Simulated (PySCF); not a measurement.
Bond stretch in SiH (cation, charge +1), singlet.

Methods: RCCSD = CCSD on RHF/6-31G, 5 core orbitals frozen (PySCF 2.14.0); UCCSD(T) = CCSD(T) on UHF/6-31G, 5 core orbitals frozen in PySCF.

Energies relative to the lowest point of each curve near equilibrium, in kcal/mol:

| R / Å | RCCSD |
|---|---|
| 1.13 | 60.9 |
| 1.28 | 20.3 |
| 1.37 | 8.3 |
| 1.44 | 3.1 |
| 1.61 | 0.2 |
| 1.75 | 3.9 |
| 1.87 | 9.1 |
| 2.26 | 28.5 |
| 2.75 | 46.3 |
| 3.03 | 52.0 |
| 3.73 | 57.5 |
| 5.34 | 58.8 |

Problem. What does UCCSD(T) give at the same points?

Solution. 1.13: 60.9; 1.28: 20.3; 1.37: 8.3; 1.44: 3.1; 1.61: 0.2; 1.75: 3.9; 1.87: 9.1; 2.26: 28.4; 2.75: 46.1; 3.03: 51.6; 3.73: 57.7; 5.34: 58.1 (kcal/mol).

The T1 diagnostic of CCSD on the restricted reference of RCCSD exceeds 0.045 at 3.03 to 6.14 Å. The unrestricted determinant behind UCCSD(T) is spin-contaminated at 1.13 to 1.28, 2.07 to 6.14 Å (<S²> up to 1.0, against 0.00 for a pure singlet).
